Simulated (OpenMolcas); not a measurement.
Os6+ in a point-charge field

Os6+ among 5 point charges of -2 e arranged as a square pyramid (C4v), 1.77 Å from the ion, with the axial distance 1.664 Å.
```
   1.7700    0.0000    0.0000  -2.00
   0.0000    1.7700    0.0000  -2.00
  -1.7700    0.0000    0.0000  -2.00
   0.0000   -1.7700    0.0000  -2.00
   0.0000    0.0000    1.6638  -2.00
```

- Program: OpenMolcas
- Method: SS-CASPT2, IPEA 0.25 Eh, imaginary shift 0.1 Eh (closed shells correlated: 4f 5s 5p)
- Basis: ANO-RCC-VTZP [8s7p5d3f2g1h]
- Scalar Hamiltonian: DKH2, point nucleus
- Active space: 2 electrons in 5 orbitals (5d)
- State averaging: 2S+1 = 3 even, 10 roots; 2S+1 = 1 even, 15 roots
- Spin-orbit coupling: RASSI with atomic mean-field integrals over the reference wave functions

The lowest spin-free states, above the lowest:

```tsv
State	Degeneracy	E (cm-1)	Free-ion L (%)
2S+1 = 3	1	0	F (89)
2S+1 = 3	2	4040	F (92)
2S+1 = 3	1	9700	F (100)
2S+1 = 1	1	9890	D (80)
2S+1 = 1	1	10740	D (60)
2S+1 = 3	2	10850	F (65)
2S+1 = 1	1	16070	G (92)
2S+1 = 1	2	16570	G (75)
2S+1 = 1	2	20220	G (52)
2S+1 = 1	1	21390	G (80)
2S+1 = 1	1	22020	D (78)
2S+1 = 3	1	23970	F (100)
2S+1 = 3	2	25060	P (57)
2S+1 = 1	1	34750	G (60)
2S+1 = 1	2	35670	G (73)
2S+1 = 1	1	40320	G (66)
2S+1 = 3	1	40790	P (89)
2S+1 = 1	1	47170	G (100)
2S+1 = 1	1	69100	S (58)
```

The lowest levels with spin-orbit coupling:

```
E (cm-1)  Degeneracy      2S+1               g
       0           1         3                
    2700           2         3  0.00 0.00 2.58
    4070           1  3 (83 %)                
    6380           1  3 (66 %)                
   11000           1         3                
   12230           2         3  0.00 0.00 0.69
   12370           1         3                
   15140           1  3 (85 %)                
   16630           1  3 (87 %)                
   17270           2  3 (77 %)  0.00 0.00 0.91
   18870           1  3 (66 %)                
   19310           1  3 (84 %)                
   19380           2         3  0.00 0.00 3.65
   22340           1         3                
   24840           1  1 (61 %)                
   24890           1  3 (70 %)                
   25930           1  1 (74 %)                
   26550           2  1 (65 %)  0.00 0.00 0.22
   28000           2  1 (52 %)  0.00 0.00 0.77
   28770           1  1 (68 %)
```

Powder χT (cm3 K/mol): 0 at 2 K, 0 at 10 K, 0.00402 at 50 K, 0.00805 at 100 K, 0.0161 at 200 K, 0.0241 at 300 K. The effective moment at 300 K is 2.828 √(χT) = 0.44 μB.

The lowest level has 2S+1 = 3, for which the spin-only value is χT = S(S+1) / 2 = 1.000 cm3 K/mol (g = 2). The computed 0.024 at 300 K differs by -0.976, through orbital momentum, spin-orbit coupling and any other state in reach.

Spin-orbit coupling mixes the spin-free states strongly: the lowest level takes only 49 % from its leading state, 2S+1 = 3. Free-ion shares, where given, are those of the reference states; single-state CASPT2 does not remix them. This is an electrostatic model: the charges have no orbitals. An unlabelled pair can be two single states that coincide in this model. No measured value stands beside these numbers.

With an even number of electrons the g values are those of a degenerate or nearly degenerate non-Kramers pair.
